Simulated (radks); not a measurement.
Values are calculated unless marked as measured or tabulated.
Question: These are the eigenvalues of the occupied orbitals of an atom or ion with whole-number occupations (eV). Level of theory: non-relativistic Kohn-Sham, PBE, spin-polarised, spherical densities, point nucleus (a radial shooting solver on a logarithmic mesh with Libxc functionals).

orbital  eigenvalue
1s up     -53612.29
1s down   -53612.19
2s up     -8797.690
2s down   -8797.527
2p up     -8405.519
2p down   -8405.367
3s up     -2101.395
3s down   -2098.050
3p up     -1923.722
3p down   -1920.666
3d up     -1592.495
3d down   -1590.292
4s up     -549.4171
4s down   -543.9651
4p up     -477.7770
4p down   -472.3363
4d up     -348.6984
4d down   -343.2531
5s up     -196.1492
5s down   -192.1803
4f up     -184.8126
4f down   -179.2893
5p up     -172.2264

Which element is it, and in what charge state? The configuration may be excited. Open shells, if any, are filled with parallel spins first.

Answer: Z = 68, erbium, charge +10: Er10+ in [Kr] 4d10 4f9 5s2 5p1. The list shows which subshells hold electrons but not how many an open one holds; the 1s level, -1970.2 hartree, gives Z - s = 62.8 by -(Z - s)^2/2, which with screening narrows Z to a few neighbours, and the depths of the outer levels then fix element, charge and occupations together.
